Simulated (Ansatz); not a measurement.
Reactions of C4H7ClSi (`C=C=C([SiH3])CCl`).

Gas-phase electronic energies from Ansatz, PBE0-D4/def2-TZVP geometries. CBS: MP2 limit from def2 TZ/QZ plus the TZ coupled-cluster correction, frozen cores. This one scheme is used for every species, atoms too. Open shells (•) are unrestricted, without spin–orbit coupling. Spin–orbit coupling would lower the free atoms: a little for C, Cl, Si. One conformer a species, not always the lowest.

Question: Order these by ΔE at CCSD(T)/CBS, lowest first. (Best estimate.)
A. `C=C=C([SiH3])CCl` → `C=C=C([SiH3])Cl` + `[CH2]` (triplet)
B. `C=C=C([SiH3])CCl` + `CF` → `FCCCl` + `C=C=C[SiH3]`
C. `C=C=C([SiH3])CCl` + `CC(F)S` → `CC(F)S[SiH3]` + `C=C=CCCl`
D. `C=C=C([SiH3])CCl` → `C=C[SiH](Cl)C=C`
E. `C=C=C([SiH3])CCl` → 4 C• + Cl• + 7 H• + Si•
F. `C=C=C([SiH3])CCl` + `F[CH2][AlH][F]` → `[F][AlH][CH](F)[SiH3]` + `C=C=CCCl`
G. `C=C=C([SiH3])CCl` + HCl → `C=C=C([SiH3])Cl` + `CCl`
H. `C=C=C([SiH3])CCl` + H₂O → `C=C=C(O)[SiH3]` + `CCl`

Answer: D (-219.3 kJ/mol), C (-41.2 kJ/mol), B (-7.5 kJ/mol), F (+13.3 kJ/mol), G (+37.3 kJ/mol), H (+61.5 kJ/mol), A (+446.7 kJ/mol), E (+4973.5 kJ/mol).

Largest T1 diagnostic: 0.013, for `C=C=C(O)[SiH3]`.
